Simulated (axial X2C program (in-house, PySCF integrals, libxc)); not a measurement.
**RbS⁺: cheaper levels and CCSD(T), two-component**

Calculated with an in-house all-electron X2C program for linear molecules (integrals from PySCF). Two-component (2c) means X2C with spin–orbit coupling and atomic mean-field two-electron Coulomb and Gaunt terms. Basis: Rb dyall-cv3z [12s13p8d4f1g], S dyall-av3z [9s8p3d2f] (cores contracted in-house); Gaussian nuclei, density fitting, unrestricted open shells. Masses: Rb 84.912 u, S 31.972 u.

State: Ω = 1 (⟨Sz⟩ = 1.00, ⟨Lz⟩ = 0.00 at HF); fragments Rb+ + S.

```csv
level,Re (Å),ωe (cm⁻¹),De (eV)
PBE0,3.494,92.2,0.292
HF,3.654,79.5,0.231
MP2,3.506,93.0,0.257
CCSD,3.534,90.4,0.280
LDA,3.349,110.5,0.372
```

Correlated methods: 14 electrons correlated (number of frozen shells: Rb 3 s, 2 p, 1 d; S 2 s, 1 p), 262 virtual spin orbitals or spinors in MP2, 90 natural virtuals in coupled cluster.

CCSD(T), same Hamiltonian and basis:

Re = 3.524 Å, ωe = 91.4 cm⁻¹, De = 0.25 eV; T1 = 0.007 (Lee–Taylor normalisation).

Q: Give the differences from CCSD(T) in the columns below.

A: 

```tsv
level	ΔRe (Å)	Δωe (cm⁻¹)
PBE0	-0.030	0.8
HF	0.130	-11.9
MP2	-0.018	1.6
CCSD	0.010	-1.0
LDA	-0.175	19.1
```

Occupations by symmetry block were frozen at the best pattern of an incomplete PBE0 search. Dissociation energies refer to the lowest single-determinant-based atoms at the same level and basis. Density functionals use the spin component along the axis (collinear). Coupled cluster ran in a truncated set of natural virtual spinors; the MP2 energy of the rest was added. (T) has no such correction and the atoms are truncated less, which lowers De at CCSD(T) by a hundredth of an eV or more. The 2c atoms are single determinants rather than J levels; their spin–orbit lowering is only partly caught, and De is too large by that part. This holds for PBE0. PBE0 can misorder states that lie within some tenths of an eV, so this need not be the ground state of the molecule. The nearest other 2c determinant of the search, Ω = 2, lies 0.35 eV up at the distance of the search. The functionals have no current-density term, which raises determinants with orbital currents, atoms included. With several unpaired electrons one determinant need not be a pure state. Open-shell Ω = 0 determinants with evenly filled partner blocks cannot be reached by this program, so the Ω shown need not be the lowest component. This is the Ω = 1 component of a π² triplet; the 0⁺ component is not one determinant and can lie lowest. The bond is weak, and without diffuse functions and with truncated virtuals even CCSD(T) can be tens of per cent off in De.
